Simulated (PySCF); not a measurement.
Electrostatic potential from atomic charges

Species: `CO[C@@H]1[C@H]([SiH3])[C@H]1CF`. Coordinates (GFN2-xTB, Å) and charges (e) from the PBE0/pcSseg-1 density (PySCF):

```tsv
atom	x	y	z	Mulliken	IAO	Hirshfeld	ESP-fitted
C1	2.521	-0.120	-0.510	-0.0285	-0.1975	-0.0386	-0.1889
O2	1.534	-0.580	0.383	-0.4894	-0.3806	-0.1344	-0.2783
C3	0.277	-0.682	-0.205	+0.1528	+0.0708	+0.0236	-0.0421
C4	-0.650	0.509	-0.239	-0.4611	-0.4487	-0.1470	-0.2624
Si5	-0.126	2.168	0.476	+0.5203	+0.6002	+0.3055	+0.3254
C6	-0.907	-0.644	0.701	-0.3319	-0.1506	-0.0527	-0.0530
C7	-2.070	-1.581	0.479	+0.2620	+0.0445	+0.0307	+0.0604
F8	-2.289	-1.798	-0.860	-0.3385	-0.3306	-0.1075	-0.2326
H9	3.461	-0.126	0.039	+0.1224	+0.1593	+0.0519	+0.1385
H10	2.602	-0.783	-1.381	+0.0942	+0.1252	+0.0394	+0.1036
H11	2.303	0.896	-0.856	+0.0986	+0.1209	+0.0349	+0.0946
H12	0.247	-1.362	-1.056	+0.1157	+0.1346	+0.0393	+0.1561
H13	-1.304	0.539	-1.103	+0.1497	+0.1628	+0.0427	+0.1493
H14	0.378	2.998	-0.623	-0.0862	-0.1229	-0.0805	-0.0880
H15	-1.309	2.792	1.074	-0.0812	-0.1189	-0.0810	-0.0945
H16	0.901	1.991	1.498	-0.0631	-0.1089	-0.0735	-0.0536
H17	-0.699	-0.485	1.751	+0.1397	+0.1556	+0.0533	+0.1094
H18	-1.880	-2.563	0.928	+0.1132	+0.1435	+0.0475	+0.0787
H19	-2.999	-1.160	0.883	+0.1112	+0.1413	+0.0462	+0.0774
```

Points outside the species (Å): A (-3.4, -3.6, 2.9); B (-5.0, 2.5, 2.5); C (1.2, -4.5, 7.5); D (4.0, 4.4, 0.2).

Problem. Find the potential V = 14.3996 V·Å × Σ q/r of each set of charges at these points.

Solution. In volts:

| point | nearest atom | distance (Å) | Mulliken | IAO | Hirshfeld | ESP-fitted |
| --- | --- | --- | --- | --- | --- | --- |
| A | H18 | 2.70 | +0.378 | +0.347 | +0.153 | +0.246 |
| B | H15 | 3.97 | +0.064 | +0.075 | +0.006 | +0.025 |
| C | H17 | 7.26 | -0.026 | +0.009 | +0.010 | +0.005 |
| D | H14 | 3.97 | +0.162 | +0.123 | +0.015 | +0.022 |

Problem. How far are the other sets from the ESP-fitted one at these points?

Solution. Root-mean-square difference: Hirshfeld 0.048 V, IAO 0.076 V, Mulliken 0.099 V. The ESP scheme is a least-squares fit of atom-centred charges to the potential on four shells outside the van der Waals surface, with the total charge fixed.

Problem. What energy would a point charge of +2 e have at A in the field of the ESP charges, leaving out polarisation?

Solution. +0.492 eV = +47.5 kJ/mol, a repulsion.

Isolated species at its GFN2-xTB geometry (one conformer only).

Shape of the structure used: `[CH3:1][O:2][C@@H:3]1[C@H:4]([SiH3:5])[C@H:6]1[CH2:7][F:8]`: C1–O2–C3–C4 -87°, C4–C6–C7–F8 36°.
